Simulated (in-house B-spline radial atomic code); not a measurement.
## The arsenic ion As⁵⁺: [Ar] 3d10

Computed with a B-spline radial code for spherical atoms: Dirac-Kohn-Sham BP86, spherical fractional occupations, Fermi nucleus of rms radius 4.0968 fm.

Screening seen three ways: the hydrogenic charge with the same mean radius, Z_r = [3n² - l(l+1)]/(2<r>), the one with the same energy, Z_e = n√(-2ε), and Slater's rules. Values are occupation-weighted means over j.

| shell | electrons | ε (eV) | <r> (bohr) | Z_r | Z_e | Slater |
| --- | --- | --- | --- | --- | --- | --- |
| 1s | 2 | -11788 | 0.04549 | 32.98 | 29.43 | 32.70 |
| 2s | 2 | -1554.2 | 0.2025 | 29.64 | 21.38 | 28.85 |
| 2p | 6 | -1371.5 | 0.1771 | 28.24 | 20.08 | 28.85 |
| 3s | 2 | -257.38 | 0.5971 | 22.61 | 13.05 | 21.75 |
| 3p | 6 | -200.76 | 0.6148 | 20.33 | 11.52 | 21.75 |
| 3d | 10 | -107.26 | 0.66 | 15.91 | 8.42 | 11.85 |

The least bound orbital is 3d5/2 at -107 eV, and it is also the most diffuse (<r> = 0.6616 bohr).

Spin-orbit splittings of the orbital energies (j = l + 1/2 above j = l - 1/2 when positive): 2p 36.61 eV, 3p 5.05 eV, 3d 0.7487 eV.

For the 1s electron the small component carries 1.43 % of the norm, the zero-frequency Breit interaction raises the level by 17.85 eV, self-energy by 9.327 eV, and vacuum polarisation lowers it by 0.9169 eV.
